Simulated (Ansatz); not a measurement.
Start from `[Cl][Sc]([Cl])[Cl]` and change one atom or group to get `[SiH3][O][Sc]([Cl])[Cl]`.

Ansatz, PBE0-D4/def2-TZVP geometries, multiplicity 1. Each molecule was computed in one conformer, which needn't be the lowest.

Scalar relativity is left out up to krypton.

```
                                        property  `[Cl][Sc]([Cl])[Cl]`
  size of the dipole moment (PBE/def2-TZVPP) / D                  0.01
              HOMO energy (PBE0/def2-TZVPP) / eV                 -9.26
           HOMO–LUMO gap (B3LYP/def2-TZVPP) / eV                  5.37
           HOMO energy (ωB97M-V/def2-TZVPP) / eV                -11.47
size of the dipole moment (B3LYP/def2-TZVPP) / D                  0.01
         HOMO–LUMO gap (ωB97M-V/def2-TZVPP) / eV                 10.04
```

(1) What does the change do to each property? (Best estimate.)

Results:

(1) The calculation gave: 
```tsv
property	`[SiH3][O][Sc]([Cl])[Cl]`	shift
size of the dipole moment (PBE/def2-TZVPP) / D	1.79	1.78
HOMO energy (PBE0/def2-TZVPP) / eV	-8.94	0.32
HOMO–LUMO gap (B3LYP/def2-TZVPP) / eV	5.50	0.13
HOMO energy (ωB97M-V/def2-TZVPP) / eV	-11.19	0.28
size of the dipole moment (B3LYP/def2-TZVPP) / D	1.79	1.78
HOMO–LUMO gap (ωB97M-V/def2-TZVPP) / eV	10.10	0.06
```

With PBE0 the HOMO rises by 0.32 eV and the LUMO rises by 0.43 eV, so the gap widens by about 0.11 eV. PBE moves the HOMO by 0.35 eV and ωB97M-V by 0.28 eV.

B3LYP here is the variant with VWN-RPA as its local correlation; programs differ in this.
